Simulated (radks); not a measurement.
Results of a calculation; reference values are marked as such.
Question: All-electron atom: Al I in [Ne] 3s2 3p1. Code: a radial shooting solver on a logarithmic mesh with Libxc functionals. Model: Dirac Kohn-Sham, relativistic LDA (MacDonald-Vosko exchange, VWN5 correlation), spin-unpolarised, spherical densities, finite nucleus; open shells fill j = l - 1/2 first; Fermi nuclear charge, rms radius 3.061 fm. Some entries of the table are withheld. Estimate them.

orbital  occ.  eigenvalue (eV)  <1/r> (bohr^-1)
1s1/2       2        -1502.156            12.58
2s1/2       2              (1)            2.331
2p1/2       2         -69.9902              (2)
2p3/2       4         -69.5498              (3)
3s1/2       2          -7.8189           0.5348
3p1/2       1              (4)              (5)
3p3/2       0              (6)              (7)

Answer: 
(1) 2s1/2 eigenvalue (eV): -107.3919
(2) 2p1/2 <1/r> (bohr^-1): 2.215
(3) 2p3/2 <1/r> (bohr^-1): 2.204
(4) 3p1/2 eigenvalue (eV): -2.7903
(5) 3p1/2 <1/r> (bohr^-1): 0.3923
(6) 3p3/2 eigenvalue (eV): -2.7734
(7) 3p3/2 <1/r> (bohr^-1): 0.3910
